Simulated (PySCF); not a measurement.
Br2ClHSi.

```xyz
5

Si     0.5742     0.4241     0.0000
Cl    -0.2193     2.3128     0.0000
Br    -0.0909    -0.6538    -1.8044
Br    -0.0909    -0.6538     1.8044
H      2.0498     0.5134     0.0000
```

Geometry: PBE0-D3(BJ)/def2-SVP.

The numbers are results of HF/pcSseg-1 (PySCF), not measurements. Non-relativistic, no solvent.

Computed absolute GIAO shielding of each atom: isotropic value and principal components (ppm):
| atom | σ(iso) | σ11 | σ22 | σ33 | span |
|---|---|---|---|---|---|
| Si1 | 370.9 | 341.9 | 383.2 | 387.6 | 45.7 |
| Cl2 | 875.7 | 761.2 | 855.5 | 1010.4 | 249.2 |
| Br3 | 2525.3 | 2250.8 | 2443.0 | 2882.0 | 631.2 |
| Br4 | 2525.3 | 2250.8 | 2443.0 | 2882.0 | 631.2 |
| H5 | 25.8 | 21.9 | 22.9 | 32.5 | 10.6 |
